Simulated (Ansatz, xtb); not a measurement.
## Ranking isomers of AlClH4N2

3 gas-phase structures of AlClH4N2, from a drawn sample of its isomers (lower ones may exist). Each was relaxed with GFN2-xTB:

A. `N[NH][AlH][Cl]`, a singlet
B. `[NH2][Al]([NH2])[Cl]`, a singlet
C. a singlet given by its coordinates

C (Å):

```yaml
atoms:
  - { symbol: Al, position_ang: [-1.7818, -2.7989, -1.5517] }
  - { symbol: Cl, position_ang: [-2.1117, -3.2533, -3.4980] }
  - { symbol: N, position_ang: [-2.9894, -1.6033, -0.3914] }
  - { symbol: N, position_ang: [-1.7064, -1.1243, -0.9136] }
  - { symbol: H, position_ang: [-3.7497, -0.9670, -0.6402] }
  - { symbol: H, position_ang: [-2.9766, -1.6931, 0.6251] }
  - { symbol: H, position_ang: [-1.4304, -0.2293, -0.5327] }
  - { symbol: H, position_ang: [-1.4153, -3.9083, -0.5812] }
```

Close contacts (Å): Al1–Cl2 2.03, Al1–N3 2.06, Al1–N4 1.79, N3–N4 1.47, Al1–H8 1.52, N3–H5 1.02, N3–H6 1.02, N4–H7 1.01.

Problem. Make a reasoned guess at their ranking by r2SCAN-D4/def2-SVP single-point energy.

Solution. Calculated order at r2SCAN-D4/def2-SVP: B (0.000), C (2.594), A (2.740) eV.

Energies above the lowest of each column, in eV; the last columns are at PBE0-D4/def2-SVP geometries:

```json
{"structure": "B", "GFN2-xTB": "0.000", "HF/STO-3G": "0.000", "r2SCAN-D4/def2-SVP": "0.000", "PBE0-D4/def2-SVP": "0.000", "CCSD(T)/def2-SVP + ΔMP2/def2-TZVPP": "0.000"}
{"structure": "C", "GFN2-xTB": "1.444", "HF/STO-3G": "2.053", "r2SCAN-D4/def2-SVP": "2.594", "PBE0-D4/def2-SVP": "2.350", "CCSD(T)/def2-SVP + ΔMP2/def2-TZVPP": "2.698"}
{"structure": "A", "GFN2-xTB": "1.569", "HF/STO-3G": "2.149", "r2SCAN-D4/def2-SVP": "2.740", "PBE0-D4/def2-SVP": "2.543", "CCSD(T)/def2-SVP + ΔMP2/def2-TZVPP": "2.850"}
```

Every level run on B puts it lowest or level with the lowest. Flexible structures stand in one conformer each, not always the lowest. The ΔMP2 step shifts differences by up to 0.279 eV, which makes them less sure. ΔMP2 is the change of the MP2 energy from the smaller to the larger basis.

Programs: Ansatz 0.2.0, xtb 6.7.1.
